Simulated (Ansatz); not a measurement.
Z-matrix (Å, degrees):
```
C
C 1 1.509
H 1 1.092 2 110.7
H 1 1.092 2 111.0 3 -120.6
H 1 1.092 2 110.0 3 119.8
O 2 1.426 1 110.9 3 56.6
H 2 1.093 1 110.9 3 179.0
H 2 1.092 1 110.9 3 -60.8
B 6 1.338 2 121.9 1 93.1
F 9 1.329 6 122.9 2 1.4
F 9 1.321 6 119.5 2 -178.7
```

The species carries charge 0 and has multiplicity 1.

List the PBE/def2-TZVPP orbital energies in eV (Ansatz). (Estimate.)

Ansatz gave: Occupied: -660.34, -660.19, -511.08, -270.70, -269.05, -179.80, -30.79, -30.01, -26.36, -19.16, -16.05, -13.89, -13.25, -13.04, -12.00, -11.61, -10.77, -10.48, -10.20, -9.77, -9.60, -9.23, -7.99, -7.73. Lowest empty: 0.01, 0.42, 0.88, 1.49, 1.60, 2.21, 2.55, 2.73.
